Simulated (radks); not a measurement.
Values are calculated unless marked as measured or tabulated.
All-electron atom: the samarium ion Sm40+ in [Ar] 3d4 (the NIST ground configuration). Level of theory: scalar-relativistic Kohn-Sham, SCAN, spin-polarised, spherical densities, finite nucleus; open shells are filled with parallel spins first (spin-orbit coupling, left out, can overturn this in heavy ions); meta-GGA in the generalised Kohn-Sham scheme; Fermi nuclear charge, rms radius 5.0819 fm (a radial shooting solver on a logarithmic mesh with Libxc functionals). Some entries of the table are withheld. Estimate them.

| orbital | occ. | eigenvalue (eV) | <1/r> (bohr^-1) | <r> (bohr) |
|---|---|---|---|---|
| 1s up | 1 | -48894.17 | 68.81 | 0.02274 |
| 1s down | 1 | -48893.57 | 68.81 | 0.02274 |
| 2s up | 1 | (1) | 16.04 | 0.09640 |
| 2s down | 1 | (2) | 16.07 | 0.09625 |
| 2p up | 3 | -8944.571 | (3) | 0.08491 |
| 2p down | 3 | -8927.463 | (4) | 0.08475 |
| 3s up | 1 | -3534.443 | 6.239 | 0.2408 |
| 3s down | 1 | -3510.688 | 6.203 | 0.2417 |
| 3p up | 3 | -3277.459 | (5) | 0.2363 |
| 3p down | 3 | -3252.567 | (6) | 0.2372 |
| 3d up | 4 | -2972.598 | 5.633 | 0.2106 |

Answer. 
(1) 2s up eigenvalue (eV): -9765.387
(2) 2s down eigenvalue (eV): -9743.296
(3) 2p up <1/r> (bohr^-1): 15.02
(4) 2p down <1/r> (bohr^-1): 15.05
(5) 3p up <1/r> (bohr^-1): 5.914
(6) 3p down <1/r> (bohr^-1): 5.878
